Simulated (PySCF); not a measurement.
Point-charge models of `c1c(ccc(c1)CC#N)F` against its computed dipole.

Coordinates (PBE0-D3(BJ)/def2-SVP, Å) and charges (e) from the PBE0/pcSseg-1 density (PySCF):

| atom | x | y | z | Mulliken | IAO | Hirshfeld | ESP-fitted |
| --- | --- | --- | --- | --- | --- | --- | --- |
| N1 | -3.514 | -0.019 | 1.813 | -0.2495 | -0.2429 | -0.2275 | -0.4957 |
| C2 | -2.882 | -0.196 | 0.860 | +0.0842 | +0.1361 | +0.0788 | +0.5118 |
| C3 | -2.070 | -0.416 | -0.334 | -0.1141 | -0.2928 | -0.0370 | -0.6396 |
| C4 | -0.592 | -0.212 | -0.082 | -0.2806 | -0.0068 | +0.0005 | +0.2900 |
| C5 | 0.212 | -1.277 | 0.333 | +0.0069 | -0.1402 | -0.0410 | -0.2407 |
| C6 | 1.570 | -1.094 | 0.579 | -0.1476 | -0.1867 | -0.0620 | -0.2759 |
| C7 | 2.118 | 0.171 | 0.409 | +0.3372 | +0.3016 | +0.0923 | +0.3598 |
| F8 | 3.417 | 0.352 | 0.632 | -0.2688 | -0.2588 | -0.0748 | -0.1905 |
| C9 | 1.342 | 1.251 | 0.005 | -0.1479 | -0.1867 | -0.0621 | -0.2818 |
| C10 | -0.014 | 1.051 | -0.238 | +0.0074 | -0.1401 | -0.0409 | -0.2419 |
| H11 | -2.427 | 0.267 | -1.120 | +0.1770 | +0.1821 | +0.0698 | +0.2206 |
| H12 | -2.264 | -1.439 | -0.696 | +0.1769 | +0.1821 | +0.0698 | +0.2198 |
| H13 | -0.227 | -2.269 | 0.467 | +0.0893 | +0.1557 | +0.0568 | +0.1872 |
| H14 | 2.210 | -1.918 | 0.900 | +0.1202 | +0.1708 | +0.0604 | +0.1932 |
| H15 | 1.808 | 2.230 | -0.117 | +0.1202 | +0.1707 | +0.0603 | +0.1954 |
| H16 | -0.631 | 1.896 | -0.555 | +0.0893 | +0.1558 | +0.0569 | +0.1884 |

Q: Compute μ = Σ q r for each scheme (1 e·Å = 4.803 D) and compare with the dipole of the full density.

A: The full density gives (1.26, -0.69, -3.25) D, 3.56 D in size; dipole vectors point from the negative to the positive end.

```tsv
scheme	μx	μy	μz	size (D)	share of the full size (%)	angle to the full dipole (°)
Mulliken	-0.10	-0.81	-3.23	3.33	94	22
IAO	-0.23	-0.74	-2.87	2.98	84	25
Hirshfeld	1.28	-0.44	-2.24	2.62	74	9
ESP-fitted	1.23	-0.71	-3.32	3.61	102	1
```

Q: Which set comes closest?

A: Length of the difference vector: ESP-fitted 0.07 D, Hirshfeld 1.05 D, Mulliken 1.36 D, IAO 1.53 D. Closest: ESP-fitted. ESP charges are fitted to the potential around the molecule, whose slowest-falling term is the dipole's. The schemes that divide the density aren't constrained to reproduce the dipole.

Q: What is left for the Hirshfeld atoms' own dipoles?

A: The shares of the density sum to the whole, so what Σ q r misses lies in dipoles about the nuclei. The atomic dipoles sum to (1.26, -0.69, -3.25) − (1.28, -0.44, -2.24) = (-0.02, -0.25, -1.01) D, 1.05 D in size.

Q: With the origin at the mean of the coordinates, (-0.121, -0.101, 0.179) Å, which are the largest single terms, by size, of the IAO dipole along the direction of the full one?

A: N1 +3.16, C2 -1.03, F8 -0.93, C7 +0.76, H14 +0.42 D; all 16 atoms together +2.69 D. The single terms depend on the origin, their sum doesn't.

Q: Give the size of the full dipole in other units.

A: 3.56 D = 1.399 au = 0.740 e·Å = 11.86 × 10⁻³⁰ C·m.

One conformer (not necessarily the lowest) at the PBE0-D3(BJ)/def2-SVP geometry, without solvent, vibrations or thermal averaging.

These values come from a run that also computed NMR shieldings. On Arm Neoverse V1, one thread, no GPU, on a shared host, this took 29 s of wall time.

The values belong to the conformer `[N:1]#[C:2][CH2:3][c:4]1[cH:5][cH:6][c:7]([F:8])[cH:9][cH:10]1`: C2–C3–C4–C5 90°.
